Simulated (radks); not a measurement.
Problem. The mean radii <r> (bohr) of the occupied orbitals of an atom or ion are listed with their occupations. Method: Dirac Kohn-Sham, PBE, spin-unpolarised, spherical densities, finite nucleus; Fermi nuclear charge, rms radius of each element as measured or else 0.836 A^(1/3) + 0.57 fm; computed with a radial shooting solver on a logarithmic mesh with Libxc functionals.

| orbital | occ. | <r> |
|---|---|---|
| 1s1/2 | 2 | 0.01687 |
| 2s1/2 | 2 | 0.07047 |
| 2p1/2 | 2 | 0.05798 |
| 2p3/2 | 4 | 0.06653 |
| 3s1/2 | 2 | 0.1833 |
| 3p1/2 | 2 | 0.1736 |
| 3p3/2 | 4 | 0.1893 |
| 3d3/2 | 4 | 0.1648 |
| 3d5/2 | 6 | 0.1696 |
| 4s1/2 | 2 | 0.4069 |
| 4p1/2 | 2 | 0.4094 |
| 4p3/2 | 4 | 0.4434 |
| 4d3/2 | 4 | 0.4518 |
| 4d5/2 | 6 | 0.4630 |
| 5s1/2 | 2 | 0.9224 |
| 4f5/2 | 6 | 0.4945 |
| 4f7/2 | 8 | 0.5014 |
| 5p1/2 | 2 | 0.9922 |
| 5p3/2 | 4 | 1.083 |
| 5d3/2 | 2.8 | 1.376 |
| 5d5/2 | 4.2 | 1.417 |
| 6p1/2 | 0.333333 | 2.566 |
| 6p3/2 | 0.666667 | 2.773 |

Name the element and its charge. Open shells, if any, are shared by 2j + 1.

Solution. Z = 79, gold, charge +3: Au3+ in [Xe] 4f14 5d7 6p1. The 1s radius gives Z: for a bare nucleus <r> = (2 gamma + 1)/(2Z) with gamma = sqrt(1 - (Z/c)^2), 0.01667 bohr for Z = 79, and screening makes it slightly larger (0.01687 here). The occupations add up to 76, and the charge is Z minus that.
